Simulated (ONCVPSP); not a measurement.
**iodine, ONCV: configuration errors across variants**

ONCVPSP 4.0.1 input, shortened (lines: element, Z, core and valence counts, functional; n l f; lmax; l rc ep ncon nbas qcut; lloc lpopt rc5 dvloc0; l nproj debl; icmod fcfact rcfact), PW91, scalar-relativistic:

```
  I 53.00    6    5  -109134      upf
    1    0    2.00
    2    0    2.00
    2    1    6.00
    3    0    2.00
    3    1    6.00
    3    2   10.00
    4    0    2.00
    4    1    6.00
    4    2   10.00
    5    0    2.00
    5    1    5.00
    2
    0    1.20    0.00    4    7   10.60
    1    1.15    0.00    4    7   10.20
    2    1.25    0.00    4    9   10.40
    4    5    0.75    2.00
    0    2    3.60
    1    2    3.40
    2    2    2.20
    3    3.50    1.10
```

All-electron excitation energies from the reference (eV): (1) 4s2 4p6 4d10 5s2 5p4 11.186; (2) 4s2 4p6 4d10 5s2 5p3 31.101; (3) 4s2 4p6 4d10 5s2 5p2 60.518; (4) 4s2 4p6 4d9 5s2 5p5 58.302.

1 further variants failed, have other tests or too few solved ones, and are left out.

A true bound ghost makes a file unfit for plane-wave use even where its test errors are small: the radial tests pick states by their node count and pass the ghost by.

The file “base” misses its own reference levels by 0.5 eV. The file “s: rc 1” misses its own reference levels by 0.5 eV. The file “s: rc 1.38” misses its own reference levels by 0.5 eV. The file “s: rc 1.56” misses its own reference levels by 0.5 eV. The file “s: rc 1.7” misses its own reference levels by 0.5 eV.

Errors AE − PS in meV (a dash: test not solved or not reliable):

```tsv
change	(1)	(2)	(3)	(4)	bound ghosts	GHOST(+) flags above zero
base	-351	-414	-514	-495	d	s
s: rc 1	-405	-476	-590	-574	d	s
s: rc 1.38	-302	-354	-441	-416	d	s
s: rc 1.56	-266	-313	-389	-354	d	s
s: rc 1.7	-229	-269	-337	-283	d	s
```

**Question.** Give the same row for: s: rc 1.22.

**Answer.** -346, -405, -503, -487; bound ghosts: d; GHOST(+) flags above zero: s.
